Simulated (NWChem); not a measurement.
Molecule: C₂H₂Cl, doublet; SMILES [CH]=CCl

All runs: NWChem. Pople sets run with spherical d functions. Spin-unrestricted. In the optimisation the excess spin sits in a' (Cs, its own frame). Coordinates come from a PBE0/def2-SVP, spin-unrestricted optimisation. No stability test was run on the SCF state. Level BLYP/6-31G*: energy and gradient; each run changes one setting, and changes count from the defaults (medium grid, exact Coulomb integrals, symmetry on).

**Question.** Which setting moves the energy most, and by about how much (defaults; Coulomb fitting, Weigend set; extra-fine grid; Coulomb fitting, Ahlrichs set; symmetry off)?

**Answer.** Coulomb fitting, Ahlrichs set, by about 300 μHa.
```csv
setting,size of the energy change (μHa),largest change of a gradient component (μHa/bohr)
defaults,< 10,< 30
"Coulomb fitting, Weigend set",80,50
"Coulomb fitting, Ahlrichs set",300,100
extra-fine grid,< 10,< 30
symmetry off,< 10,other frame
```
